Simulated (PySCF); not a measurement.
Cartesian coordinates (Å):
SMILES: C[B][SiH3]
```xyz
9

C      1.6706    -0.1804    -0.2029
B      0.1763    -0.4208    -0.4473
Si    -1.6229     0.1113     0.1862
H      2.3430    -0.9305    -0.6262
H      1.8886     0.7666    -0.7244
H      1.9327    -0.0104     0.8479
H     -2.3484     0.7331    -0.9513
H     -1.6974     1.0586     1.3374
H     -2.3425    -1.1275     0.5807
```
Charge 0, spin multiplicity 2.

Q: Predict the total energy, dipole moment and highest occupied spin orbital from ωB97X-D3(BJ)/def2-TZVP // B3LYP-D3(BJ)/def2-TZVP run with PySCF.

A: 
| Item | Value |
|---|---|
| total energy | -356.0673 Ha |
| dipole moment | 1.53 D |
| highest occupied spin orbital | -7.43 eV |
